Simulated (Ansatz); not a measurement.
The cluster SnAu2 (the lowest singlet isomer of a short search). The state is a singlet with charge 0. Geometry B3LYP-D4/def2-TZVP, basis def2-TZVP, Ansatz.

```xyz
3

Au   -0.5817    1.2035    1.4283
Au    1.4844   -0.4636   -1.1867
Sn   -0.9026   -0.7399   -0.2416
```

| run | HOMO (eV) | LUMO (eV) |
| --- | --- | --- |
| A | -5.91 | -3.79 |
| B | -6.38 | -3.15 |
| C | -5.79 | -3.93 |
| D | -8.03 | -1.19 |

In the def2 sets Au, Sn take a core potential; there is no spin–orbit coupling. The structure comes from a short search, and lower isomers may exist.

The runs used PBE, PBE0, r2SCAN, ωB97X-V. Estimate which is which.

A r2SCAN (0 % exact exchange); B PBE0 (25 % exact exchange); C PBE (0 % exact exchange); D ωB97X-V (range-separated). Exact exchange lowers occupied and raises empty levels; among semilocal functionals meta-GGAs tend to open the gap a little, and such runs are hard to tell apart. The gap grows from 1.86 eV (PBE) to 6.84 eV (ωB97X-V).
